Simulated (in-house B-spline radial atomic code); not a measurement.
Configurations of the europium ion Eu⁵⁺, with energies counted from [Kr] 4d10 4f5 5s2 5p5. Level of theory: scalar-relativistic (X2C) r2SCAN0, spin-polarised, spherical fractional occupations, exact exchange averaged over the configuration, Fermi nucleus of rms radius 5.1115 fm; calculated with a B-spline radial code for spherical atoms. Shells without spins written out take the highest spin.

Occupations are held fixed; configurations that lie above the ionisation limit could autoionise.

| configuration | E - E(ref) (eV) | highest orbital | its <r> (bohr) |
| --- | --- | --- | --- |
| [Kr] 4d10 4f6 5s2 5p4 | 9.1566 | 4f up | 0.8274 |
| [Kr] 4d10 4f4 5s2 5p5 5d1 | 23.126 | 5d up | 1.781 |
| [Kr] 4d10 4f5 5s2 5p4 6p1 | 45.777 | 6p up | 3.022 |
| [Kr] 4d9 4f5 5s2 5p6 | 124.97 | 4f up | 0.7632 |
| [Kr] 4d9 4f5 5s2 5p5 5d1 | 154.96 | 5d up | 1.771 |

Question: Order these further configurations by energy, lowest first.
A. [Kr] 4d9 4f6 5s2 5p5
B. [Kr] 4d10 4f4 5s2 5p5 6s1
C. [Kr] 4d10 4f4 5s2 5p5 6d1
D. [Kr] 4d9 4f5 5s2 5p5 6s1
E. [Xe] 4f4

Answer: E (-7.2271 eV), B (34.036 eV), C (51.784 eV), A (129.98 eV), D (166.01 eV).

Question: Is the reference the lowest configuration at this level of theory?

Answer: No: [Xe] 4f4 lies 7.227 eV lower with this functional.
